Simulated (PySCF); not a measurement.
CH8FNSi2, SMILES N[SiH2]C[SiH2]F. Coordinates come from a PBE-D3(BJ)/def2-SVP optimisation. The structure was generated by enumeration, and PubChem lists no compound with its InChIKey, so it may never have been made. One conformer was computed; it need not be the lowest.

Computed equilibrium geometry at PBE-D3(BJ)/def2-SVP (PySCF confirms it by a frequency run) as a Z-matrix (one conformer of several):
```
C
H 1 1.1111
H 1 1.1115 2 107.82
Si 1 1.8707 2 108.99 3 117.97
F 4 1.6451 1 110.16 2 -70.33
H 4 1.5016 5 107.61 1 -120.53
H 4 1.5030 6 110.27 5 116.61
Si 1 1.8934 2 108.04 3 -117.76
N 8 1.7490 1 108.76 2 33.72
H 9 1.0243 8 117.12 1 -165.93
H 9 1.0245 10 109.22 8 137.01
H 8 1.5066 9 106.06 10 -46.37
H 8 1.5141 12 107.05 9 -125.32
```
Charge 0, spin multiplicity 1.
